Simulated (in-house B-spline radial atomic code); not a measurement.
Successive ionisation energies of rhenium; each step leads to the configuration of the next row (after the last: [Kr] 4d3/2(2)). Dirac energy differences include first-order Breit, QED and recoil terms. NIST's values go from ground level to ground level; the uncertainty of those that are theory runs from under 0.1 % in few-electron ions to several per cent in heavy many-electron ones. Computed with an all-electron radial atomic-structure program (B-spline basis): Dirac-Hartree-Fock, jj configuration that fills j = l - 1/2 first, finite nuclei.

A number in brackets counts the electrons of a j subshell.

```csv
ion,configuration,ionisation energy (eV),tabulated value (eV),tabulated kind,computed minus tabulated (eV),highest orbital,largest mean radius (bohr)
Re20+,[Kr] 4d10 4f5/2(6) 4f7/2(3),547.4,570,tabulated theory,-22.6,4f7/2,0.4878
Re21+,[Kr] 4d10 4f5/2(6) 4f7/2(2),591.1,620,tabulated theory,-28.9,4f7/2,0.47929
Re22+,[Kr] 4d10 4f5/2(6) 4f7/2(1),636.0,670,tabulated theory,-34.0,4f7/2,0.47166
Re23+,[Kr] 4d10 4f5/2(6),?,?,tabulated theory,?,?,?
Re24+,[Kr] 4d10 4f5/2(5),?,?,tabulated theory,?,?,?
Re25+,[Kr] 4d10 4f5/2(4),786.6,810,tabulated theory,-23.4,4f5/2,0.45937
Re26+,[Kr] 4d10 4f5/2(3),836.2,860,tabulated theory,-23.8,4f5/2,0.45522
Re27+,[Kr] 4d10 4f5/2(2),886.8,910,tabulated theory,-23.2,4f5/2,0.4511
Re28+,[Kr] 4d10 4f5/2(1),938.6,953,tabulated theory,-14.4,4f5/2,0.44701
Re29+,[Kr] 4d10,1194.1,1194,tabulated theory,0.1,4d5/2,0.44296
Re30+,[Kr] 4d3/2(4) 4d5/2(5),1244.7,1242,tabulated theory,2.7,4d5/2,0.43911
Re31+,[Kr] 4d3/2(4) 4d5/2(4),1296.0,1294,tabulated theory,2.0,4d5/2,0.43559
Re32+,[Kr] 4d3/2(4) 4d5/2(3),1347.9,1349,tabulated theory,-1.1,4d5/2,0.43212
Re33+,[Kr] 4d3/2(4) 4d5/2(2),1400.4,1402,tabulated theory,-1.6,4d5/2,0.42927
Re34+,[Kr] 4d3/2(4) 4d5/2(1),?,?,tabulated theory,?,?,?
Re35+,[Kr] 4d3/2(4),1529.2,1530,tabulated theory,-0.8,4d3/2,0.42452
Re36+,[Kr] 4d3/2(3),1584.1,1583,tabulated theory,1.1,4d3/2,0.42201
```

(1) Fill in the row of Re23+.

(2) Fill in the row of Re24+.

(3) Fill in the row of Re34+.

Answers

(1) ionisation energy (eV): 690.7; tabulated value (eV): 720; computed minus tabulated (eV): -29.3; highest orbital: 4f5/2; largest mean radius (bohr): 0.46775.

(2) ionisation energy (eV): 738.1; tabulated value (eV): 760; computed minus tabulated (eV): -21.9; highest orbital: 4f5/2; largest mean radius (bohr): 0.46355.

(3) ionisation energy (eV): 1453.5; tabulated value (eV): 1454; computed minus tabulated (eV): -0.5; highest orbital: 4d5/2; largest mean radius (bohr): 0.42689.
